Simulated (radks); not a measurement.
Spherical quantum dot in the effective-mass picture: electrons in a parabolic well V = omega^2 r^2 / 2 with omega = 0.237, with a point charge +2 (a donor) at the centre, all in effective atomic units (hartree* = m*/eps^2 hartree, bohr* = eps/m* bohr), one dielectric constant everywhere. Calculated with a radial shooting solver with Libxc functionals: non-relativistic Kohn-Sham, r2SCAN, spin-polarised, spherical densities, generalised Kohn-Sham scheme. Levels are named by radial order and angular momentum (1s, 1p, 1d, 2s, ...), and open shells are averaged over m.

N = 3, configuration 1s2 2s(up 1, down 0). This is the lowest configuration that the search found. Occupied and some empty levels:

level    occupation  eigenvalue (hartree*)  <r> (bohr*)
1s up             1               -0.19843       0.9206
1s down           1               -0.17701       0.9420
2s up             1                0.63357        3.103
1p up             0                0.66346        2.990
1p down           0                0.78506        2.582
2s down           0                0.80302        2.813
1d up             0                0.93370        3.646
2p up             0                 1.1788        3.761
1f up             0                 1.1990        4.151
1g up             0                 1.4669        4.592

Energy (hartree*): total -2.30091, kinetic 3.3791, external -7.3843, Hartree 2.9873, exchange-correlation -1.2830.

Electron density:

r (bohr*)  n(r) (e/bohr*^3)
0.0842                2.840
0.296                 1.246
0.507                0.5653
0.719                0.2644
0.931                0.1268
1.14                0.06245
1.35                0.03181
1.57                0.01740
1.78                0.01075
1.99               0.007686
2.20               0.006325
2.41               0.005606
2.62               0.005031
2.84               0.004446
3.05               0.003835
3.26               0.003208
3.47               0.002599
3.68               0.002041
3.89               0.001552
4.11               0.001144
